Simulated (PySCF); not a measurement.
Computed shifts of a molecule C₂H₈N₂Si₂, PySCF with PBE0/pcSseg-1, GIAO, gas phase, equivalent atoms averaged, in ppm (number of nuclei): ¹³C: 234.2 (1), 35.8 (1). ¹⁵N: 487.3 (1), 30.8 (1). ²⁹Si: -6.0 (1), -21.2 (1). ¹H: 5.83 (1), 5.46 (1), 5.43 (1), 2.72 (3), 1.67 (1), 1.18 (1). References: ¹³C against TMS (σ = 186.3 ppm); ¹⁵N against NH3 (σ = 267.4 ppm); ²⁹Si against TMS (σ = 352.7 ppm); ¹H against TMS (σ = 31.56 ppm), references at their B3LYP-D3(BJ)/def2-TZVP geometries, non-relativistic. The structure is a stationary point at PBE0-D3(BJ)/def2-SVP. The values are those of a single conformer.

Problem. Identify the compound among the candidates.
A. N[SiH2][C@@H]1N=C[SiH2]1
B. N[C@H]1[SiH2]N=C1[SiH3]
C. CC1=N[SiH2][Si@H]1N
D. N#CC[SiH2]N[SiH3]

Solution. C, CC1=N[SiH2][Si@H]1N
